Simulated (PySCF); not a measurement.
Coordinates in bohr (charge 0 multiplicity 1):
```
As    0.4222   -0.0200   -0.8628
N    -1.4226    0.1250    1.8223
O     3.3185   -0.5545    0.7115
O    -3.9550    0.5417    1.4012
H     3.0013   -0.6005    2.5114
H    -4.6588    0.5625    3.0781
```

These are results of PBE0/[As def2-TZVP, N def2-TZVP, O def2-TZVP, H def2-TZVP], no relativity, density fitting, PySCF, not measurements.

This geometry of AsN(OH)₂ is a stationary point at this level.

(1) What is the point group?

(2) Is it a minimum?

(3) List the harmonic modes with their infrared intensities.

(4) What is the atomisation energy, with and without zero-point energy?

Answers

(1) Cs.

(2) Yes: all harmonic wavenumbers are real.

(3) 
```tsv
symmetry	ω (cm⁻¹)	IR (km/mol)
a'	197	4.6
a''	252	4.9
a'	381	21.3
a''	391	225
a''	421	18.3
a'	712	118
a'	771	35.0
a'	990	45.9
a'	1072	242
a'	1420	40.6
a'	3786	45.4
a'	3832	140
```

(4) 1797 kJ/mol without, 1712 kJ/mol with.

This need not be the most stable arrangement of these atoms.
